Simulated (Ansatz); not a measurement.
Single points on CrO3.

```yaml
crystal:
  periodic: [false, false, false]
  atoms:
    - {symbol: Cr, position_ang: [-0.002291, 0.001881, 0.258190]}
    - {symbol: O, position_ang: [1.525068, -0.027338, -0.072341]}
    - {symbol: O, position_ang: [-0.738166, 1.332834, -0.102329]}
    - {symbol: O, position_ang: [-0.784601, -1.307377, -0.083520]}
basis:
  gaussian: {orbitals: def2-TZVP, initial_orbitals: start.molden}
magnetization: {spin_polarized: true, initial_magnetization: 2}
hamiltonian: {xc: pbe, dispersion: d4}
scf: {omitted_lower_state_checks: [starts]}
output: {orbitals: {seedname: orbitals}}
```

The file start.molden holds the orbitals of an earlier run on this structure, at another level or in another basis.

```sh
$ ansatz run in.yaml --threads 2 --pin off --events-out ev --progress --plain --max-ram 4352MiB
```

Shortened log:

```
Functional definition: PBE
882 factors; their error is unknown
mean field evaluation 1: about -34552.6468 eV, gradient 8.3e0 eV
mean field evaluation 2: about -34552.9004 eV, gradient 3.7e-1 eV
mean field evaluation 4: about -34552.8942 eV, gradient 8.6e-2 eV
mean field evaluation 8: about -34552.8942 eV, gradient 2.6e-5 eV
mean field -34552.89419395 eV, -1269.7954408349 hartree, gradient 2.6e-5 eV, S^2 2.008034; 0 other end points of the search recorded, 0 dependent functions left out
reference -34552.89424857 eV, -1269.7954428421 hartree; 25, 23 occupied and 113, 115 virtual orbitals, 882 factors
Total energy: -34552.98166507 eV, -1269.7986553392 hartree
Checks for a lower state left out: starts
```

Run time 3.2 s (2 threads of Arm Neoverse V2 on a shared host).

The first input with `gaussian: {orbitals: def2-TZVP}`, `hamiltonian: {xc: pbe0, dispersion: d4}` (abridged; 12 s):

```
Functional definition: PBE0
mean field evaluation 16: about -34550.5022 eV, gradient 3.4e-3 eV
mean field evaluation 32: about -34550.5022 eV, gradient 6.1e-5 eV
mean field -34550.50224125 eV, -1269.7075381942 hartree, gradient 6.3e-6 eV, S^2 2.040464
Total energy: -34550.57466443 eV, -1269.7101996973 hartree
Checks for a lower state left out: starts
```

As the first input, with `hamiltonian: {xc: r2scan, dispersion: d4}` (abridged; 8.5 s):

```
Functional definition: r2SCAN
mean field -34560.90563810 eV, -1270.0898559770 hartree, gradient 3.1e-5 eV, S^2 2.020024
Total energy: -34560.92449141 eV, -1270.0905488234 hartree
Checks for a lower state left out: starts
```

Geometry: PBE0-D4/def2-TZVP, that of the neutral singlet.

At PBE0-D4/def2-TZVP a singlet of charge 0 lies 1.20 eV below the triplet at the same geometry.
